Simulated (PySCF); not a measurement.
Simulated Si 2p region for `B[N]([SiH3])[GeH3]`, binding energy against the vacuum level.

Every computed line was given a Gaussian of 0.4 eV full width at half maximum and an area set by the number of equivalent atoms (split 2:1 within a doublet); the highest printed point is 100. Computed with delta-SCF UKS SCAN, pcX-2 on the ionised atom, pcseg-1 elsewhere, spin-free X2C in PySCF.

binding energy (eV), intensity and a bar:
```
    106.6          0 
    106.7          2 #
    106.8          9 ###
    106.9         27 ########
    107.0         59 ##################
    107.1         92 ###########################
    107.2        100 ##############################
    107.3         78 #######################
    107.4         45 ##############
    107.5         27 ########
    107.6         30 #########
    107.7         43 #############
    107.8         51 ###############
    107.9         42 #############
    108.0         25 #######
    108.1         10 ###
    108.2          3 #
    108.3          1
```

Task: Count the maxima, the lines and the sites behind this envelope.

Result: The curve has 2 maxima (at 107.2 and 107.8 eV). Under it lie 2 lines from 1 inequivalent silicon site, drawn as a 2p3/2, 2p1/2 pair.

Task: Decompose the envelope and assign each component. Numbering: `[BH2:1][N:2]([SiH3:3])[GeH3:4]`.

Result: 
```tsv
position (eV)	relative area	line	atoms	environment
107.18	0.67	Si 2p3/2	Si3	SiH3 silicon
107.80	0.33	Si 2p1/2	Si3	SiH3 silicon
```

Task: What are the centre and the root-mean-square width of the whole band?

Result: The area-weighted mean of the lines is 107.38 eV. Their own spread about it is 0.29 eV (rms) and each Gaussian has σ = 0.4/2.355 = 0.17 eV; the variances add, which gives 0.34 eV.

Shake-up satellites, vibrational structure and lifetime widths aren't simulated. 2p3/2 and 2p1/2 are the ΔSCF energy of one spin-free 2p hole plus the eigenvalues of a spin–orbit and ligand-field matrix of the shell. 2p1/2 minus 2p3/2 (ligand field included): Si 0.62 eV. Geometry: PBE0-D3(BJ)/def2-SVP; no solvent, vibrations or thermal averaging.
